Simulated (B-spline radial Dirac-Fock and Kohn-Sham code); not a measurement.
Z = 51 (antimony), transition energy 208 keV. Calculated with an atomic code on a B-spline grid, using a Dirac-Hartree-Slater potential of the neutral atom with a Latter tail (no hole, which puts coefficients of high multipoles low close above an edge), finite nucleus with surface currents. Subshells that would emit electrons below 1 keV are left out.

Question: A pure transition shows α(K) = 1.74, L1/L2 = 0.228 and L1/L3 = 0.309. What is its multipolarity?
A. E4
B. M3
C. M2
D. E1
E. M4
F. M1
G. E3
H. E2

Answer: A. For comparison, α(K), L1/L2, L1/L3 are E1 0.0211, 13.9, 10.3; E2 0.103, 2.38, 2.46; E3 0.431, 0.611, 0.759; M1 0.0712, 17.3, 66.8; M2 0.388, 9.94, 14.7; M3 1.84, 6.44, 3.99; M4 8.65, 4.63, 1.79.
